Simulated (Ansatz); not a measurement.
WO2Cl, SMILES [O]=[W+](=[O])[Cl], charge +1, multiplicity 1.

Geometry optimised at PBE0-D3(BJ)/def2-SVP. The spin state was assumed, not searched. The isomer is the one that the SMILES or the coordinates give; other isomers of the formula were not compared. The def2 effective core potentials stand for the cores of W; spin–orbit coupling is left out.

Two levels are set side by side: PBE/def2-SVPD (Ansatz, an electronic-structure program) and CAM-B3LYP/def2-SVPD (Ansatz). Energy differences of separate SCF runs at the same geometry; the states with an electron removed or added have multiplicity 2 and 2. Differences are taken from unrounded values.

| quantity | CAM-B3LYP |
|---|---|
| vertical ionisation energy (eV) | 18.15 |
| vertical electron affinity (eV) | 9.22 |
| vertical singlet–triplet gap (eV) | 2.47 |

**Question.** What does PBE give, and how far is it from CAM-B3LYP? (An estimate is asked for; the answer gives what the named calculation found.)

**Answer.** 
| quantity | PBE | PBE minus CAM-B3LYP |
|---|---|---|
| vertical ionisation energy (eV) | 17.64 | -0.51 |
| vertical electron affinity (eV) | 8.69 | -0.53 |
| vertical singlet–triplet gap (eV) | 2.65 | 0.18 |
